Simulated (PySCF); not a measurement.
# One molecule, several mistakes: H7N3Si

Calculated results; nothing here was measured. The program is PySCF 2.14.0, an open-source quantum chemistry code, run on an isolated molecule that a program drew, which may never have been made. The molecule is H7N3Si (charge 0, singlet), drawn as the SMILES string `N[SiH](N)N`.

Each row is a Hartree-Fock (HF) and frozen-core CCSD(T) single point in the cc-pV(D+d)Z basis, meant for a local HF minimum. Run 1 is clean. Each other run has one planted mistake out of seven kinds, and not every kind appears here: one electron removed, one electron added, multiplicity raised by two, geometry at a saddle point, minimal basis STO-3G, one bond length entered in bohr, all coordinates scaled. The reference is restricted for singlets and unrestricted otherwise, and also for a bond in bohr. Adding or removing an electron swaps singlet and doublet. Electrons count all cores. HOMO and LUMO are orbital energies over both spins, the gradient is its largest component, and the lowest frequency (negative if imaginary) is given only where the gradient is small. Bond lengths are over the 10 bonds as drawn. T1 is the CCSD diagnostic: over 0.02 (restricted) or 0.045 (unrestricted) a single reference is doubtful.

Geometry of the clean run:
```xyz
11
H7N3Si, angstrom
N     0.5422    1.9054    0.8886
Si    0.6881    0.3299    0.2134
N    -0.9088   -0.1001   -0.2343
N     1.2526   -1.0004    1.1466
H    -0.0855    2.0649    1.6549
H     1.3634    2.4722    0.9878
H     1.7120    0.4859   -0.8483
H    -1.0894   -1.0272   -0.5694
H    -1.4800    0.5711   -0.7112
H     2.2374   -1.1031    1.3047
H     0.7374   -1.2997    1.9539
```

```
run,electrons,basis functions,<S^2>,HOMO (eV),LUMO (eV),gradient (hartree/bohr),lowest frequency (cm^-1),mean bond (Å),longest bond (Å),T1,HF (hartree),CCSD(T) (hartree),mistake
1,42,100,0.000,-10.20,4.99,3.6e-05,205,1.2653,1.720,0.0097,-456.46524,-457.13935,no fault
2,41,100,0.769,-15.46,-6.26,8.8e-02,-,1.2653,1.720,0.0625,-456.16352,-456.81399,one electron removed
3,42,100,2.009,-2.22,0.48,6.7e-02,-,1.2653,1.720,0.0234,-456.22878,-456.88411,multiplicity raised by two
4,42,100,0.000,-10.14,4.82,2.4e-02,-,1.2995,1.767,0.0104,-456.45724,-457.13803,?
```

**Which mistake was planted in run 4, and what did it cost?**

The mean and the longest bond both change by the same factor, 1.027, and the gradient is no longer small. So the mistake is: all coordinates scaled. Subtracting run 1 and multiplying by 627.51 kcal/mol a hartree, the energy moved by 5.0 kcal/mol in HF and 0.8 kcal/mol in CCSD(T).

Cautions from the logs. Run 2: T1 is over the limit, so its CCSD(T) energy is less reliable.
